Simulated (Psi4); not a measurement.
F4Sn (SMILES [F][Sn]([F])([F])[F]), singlet, at a GFN2-xTB geometry (such geometries of metal compounds can be far from the true shape) (all electrons, no relativity); REVPBE/STO-3G (Psi4).

Psi4 was given this input:
```
memory 2 GB

molecule {
0 1
F    -0.95583512   -1.49040427   -0.73172632
Sn   -0.00000000   -0.00000000   -0.00000000
F    -1.14423492    1.53611205    0.03788529
F     0.56745998   -0.41770137    1.78153412
F     1.53261006    0.37199359   -1.08769309
}

set {
  basis sto-3g
  scf_type pk
  puream true
  d_convergence 1e-8
  dft_radial_points 99
  dft_spherical_points 590
}

energy('revpbe')
print_variables()
```

Output, abridged:

```
   => Loading Basis Set <=

    Name: STO-3G
    Role: ORBITAL
    Keyword: BASIS

         ---------------------------------------------------------
                                   SCF
               by Justin Turney, Rob Parrish, Andy Simmonett
                          and Daniel G. A. Smith
                              RKS Reference
         ---------------------------------------------------------

  ==> Geometry <==

    Molecular point group: c2
    Full point group: Td

    Geometry (in Angstrom), charge = 0, multiplicity = 1:

       Center              X                  Y                   Z               Mass
    ------------   -----------------  -----------------  -----------------  -----------------
         F            0.394931783364    -1.513581274335    -1.106096599417    18.998403162730
         SN          -0.000000000000     0.000000000000     0.000000000000   119.902201630000
         F           -0.394931783364     1.513581274335    -1.106096599417    18.998403162730
         F           -1.513581276173    -0.394931788746     1.106096599417    18.998403162730
         F            1.513581276173     0.394931788746     1.106096599417    18.998403162730

  Running in c2 symmetry.

  Rotational constants: A =      0.09066  B =      0.09066  C =      0.09066 [cm^-1]
  Rotational constants: A =   2717.84070  B =   2717.84069  C =   2717.84068 [MHz]
  Nuclear repulsion =  579.392426297093834

  Charge       = 0
  Multiplicity = 1
  Electrons    = 86
  Nalpha       = 43
  Nbeta        = 43

  ==> Algorithm <==

  SCF Algorithm Type is PK.
  DIIS enabled.
  MOM disabled.
  Fractional occupation disabled.
  Guess Type is SAD.
  Energy threshold   = 1.00e-06
  Density threshold  = 1.00e-08
  Integral threshold = 1.00e-12

  ==> Primary Basis <==

  Basis Set: STO-3G
    Blend: STO-3G
    Number of shells: 23
    Number of basis functions: 47
    Number of Cartesian functions: 49
    Spherical Harmonics?: true
    Max angular momentum: 2

  ==> DFT Potential <==

   => LibXC <=

    Version 7.1.2
    S. Lehtola, C. Steigemann, M. J. T. Oliveira, and M. A. L. Marques,  SoftwareX 7, 1–5 (2018) (10.1016/j.softx.2017.11.002)

   => Composite Functional: REVPBE <=

    revPBE GGA Exchange-Correlation Functional

    Y. Zhang and W. Yang, Phys. Rev. Lett. 80, 890, 1998

    Deriv               =              1
    GGA                 =           TRUE
    Meta                =          FALSE

    Exchange Hybrid     =          FALSE
[...]
   @RKS iter   3: -6358.44243888354049   -1.04857e-01   1.84633e-03 DIIS/ADIIS
   @RKS iter   4: -6358.44633201674060   -3.89313e-03   4.44167e-05 DIIS
   @RKS iter   5: -6358.44633444068859   -2.42395e-06   5.95053e-06 DIIS
   @RKS iter   6: -6358.44633448156583   -4.08772e-08   1.09213e-07 DIIS
   @RKS iter   7: -6358.44633448157583   -1.00044e-11   8.95046e-10 DIIS
  Energy and wave function converged.

  ==> Post-Iterations <==

   Electrons on quadrature grid:
      Ntotal   =   86.0000144344 ; deviation = 1.443e-05

    Orbital Energies [Eh]
    ---------------------

    Doubly Occupied:

[...]
      23A     -0.089928

    Virtual:

[...]
      22B      0.219305

    Final Occupation by Irrep:
              A     B
    DOCC [    23,   20 ]
    NA   [    23,   20 ]
    NB   [    23,   20 ]

  @RKS Final Energy: -6358.44633448157583

   => Energetics <=

    Nuclear Repulsion Energy =            579.3924262970938344
    One-Electron Energy =               -9959.3704931643023883
    Two-Electron Energy =                3225.1688300162409178
    DFT Exchange-Correlation Energy =    -203.6370976306080820
    Empirical Dispersion Energy =           0.0000000000000000
    VV10 Nonlocal Energy =                  0.0000000000000000
    Total Energy =                      -6358.4463344815758319

Computation Completed

Properties will be evaluated at   0.000000,   0.000000,   0.000000 [a0]

Properties computed using the SCF density matrix

 Multipole Moments:

 ------------------------------------------------------------------------------------
     Multipole            Electronic (a.u.)      Nuclear  (a.u.)        Total (a.u.)
 ------------------------------------------------------------------------------------

 L = 1.  Multiply by 2.5417464519 to convert [e a0] to [Debye]
 Dipole X            :          0.0000000            0.0000000            0.0000000
 Dipole Y            :          0.0000000            0.0000000            0.0000000
 Dipole Z            :         -0.0000003            0.0000000           -0.0000003
 Magnitude           :                                                    0.0000003

 ------------------------------------------------------------------------------------

  Variable Map:
  ----------------------------------------------------------------------------
[...]
  Array Variable Map:
  ----------------------------------------------------------------------------
[...]
[...]
```
